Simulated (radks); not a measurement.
The numbers below are computed, except where a source is named.
Neutral praseodymium, configuration [Xe] 4f3 6s1 7s1 (not the ground configuration).

Code: a radial shooting solver on a logarithmic mesh with Libxc functionals. Model: scalar-relativistic Kohn-Sham, PBE, spin-polarised, spherical densities, point nucleus; open shells are filled with parallel spins first (spin-orbit coupling, left out, can overturn this in heavy ions).

Energy parts (eV):
| part | energy |
|---|---|
| total | -251358.67 |
| kinetic | 266977.56 |
| electron-nucleus | -609692.75 |
| Hartree | 97227.64 |
| exchange-correlation | -5871.14 |

Orbitals (lengths in bohr, moments of r in powers of bohr):
1s up: occ. 1; eigenvalue (eV) -41820.09; <r^2> 0.0007895
1s down: occ. 1; eigenvalue (eV) -41820.08; <r^2> 0.0007895
2s up: occ. 1; eigenvalue (eV) -6729.851; <r^2> 0.01253
2s down: occ. 1; eigenvalue (eV) -6729.841; <r^2> 0.01253
2p up: occ. 3; eigenvalue (eV) -6021.647; <r^2> 0.01001
2p down: occ. 3; eigenvalue (eV) -6021.640; <r^2> 0.01001
3s up: occ. 1; eigenvalue (eV) -1454.141; <r^2> 0.08476
3s down: occ. 1; eigenvalue (eV) -1453.418; <r^2> 0.08470
3p up: occ. 3; eigenvalue (eV) -1229.868; <r^2> 0.08480
3p down: occ. 3; eigenvalue (eV) -1229.148; <r^2> 0.08473
3d up: occ. 5; eigenvalue (eV) -915.0761; <r^2> 0.07219
3d down: occ. 5; eigenvalue (eV) -914.5172; <r^2> 0.07211
4s up: occ. 1; eigenvalue (eV) -291.9510; <r^2> 0.4374
4s down: occ. 1; eigenvalue (eV) -289.8879; <r^2> 0.4370
4p up: occ. 3; eigenvalue (eV) -218.7216; <r^2> 0.4948
4p down: occ. 3; eigenvalue (eV) -216.6301; <r^2> 0.4943
4d up: occ. 5; eigenvalue (eV) -114.0323; <r^2> 0.6145
4d down: occ. 5; eigenvalue (eV) -111.9013; <r^2> 0.6143
4f up: occ. 3; eigenvalue (eV) -4.7402; <r^2> 1.893
4f down: occ. 0; eigenvalue (eV) -2.8418; <r^2> 2.087
5s up: occ. 1; eigenvalue (eV) -42.4596; <r^2> 2.544
5s down: occ. 1; eigenvalue (eV) -40.9569; <r^2> 2.577
5p up: occ. 3; eigenvalue (eV) -24.8033; <r^2> 3.514
5p down: occ. 3; eigenvalue (eV) -23.5556; <r^2> 3.562
6s up: occ. 1; eigenvalue (eV) -5.6242; <r^2> 18.96
7s up: occ. 1; eigenvalue (eV) -1.3486; <r^2> 116.5

The highest occupied level is 7s up at -1.349 eV. The configuration is held as typed, so some empty levels lie below it. Summed over all electrons, <r^2> = 179.0 bohr^2, which gives a Langevin (diamagnetic) susceptibility term of -142 x 10^-6 cm^3/mol.
